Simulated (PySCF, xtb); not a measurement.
CH4ClGeNSi, SMILES Cl[Si@H]1N=[CH][GeH2]1.

xtb with GFN2-xTB at its own geometry gives an orbital gap of 2.21 eV and a dipole moment of 1.79 D.

The structure is a stationary point at B3LYP-D3(BJ)/def2-SVP. The structure was generated by enumeration; whether it is a known compound was not checked.

Question: What does PBE0/def2-TZVP (PySCF) give? (The exact figures need the calculation; the answer reports its results.)

Answer: gap 5.66 eV (levels -7.01 and -1.35 eV), dipole 2.40 D.
